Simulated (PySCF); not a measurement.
```xyz
4
charge 0 multiplicity 1, angstrom
Nb   -0.2999    0.0000   -0.2507
O    -1.2198    1.3760    0.1867
O    -1.2198   -1.3760    0.1867
Cl    1.9209    0.0000    0.5162
```

Computed with B3LYP/[Nb def2-SVP with ECP28, O def2-SVP, Cl def2-SVP], scalar-relativistic core potentials, density fitting, no spin–orbit coupling, PySCF.

This geometry of NbO₂Cl is a stationary point at this level.

Problem. What is the point group?

Solution. Cs.

Problem. Is it a minimum?

Solution. Yes: all harmonic wavenumbers are real.

Problem. List the harmonic modes with their infrared intensities.

Solution. 
```
symmetry  ω (cm⁻¹)  IR (km/mol)     type
      a'       144         51.7     bend
     a''       169          3.9     bend
      a'       325         11.8     bend
      a'       422         56.2    mixed
     a''       981          224  stretch
      a'      1019          111  stretch
```

Problem. What are the dipole moment and the gap between the highest occupied and lowest empty levels?

Solution. 4.42 D and 4.16 eV.

Problem. Give the ideal-gas entropy at 298.15 K and 1 bar by parts.

Solution. translation 172.1, rotation 111.2, vibration 31.6, spin 0.0; total 315.0 J/(mol K).

Only a few start shapes were tried, so a lower isomer may exist.
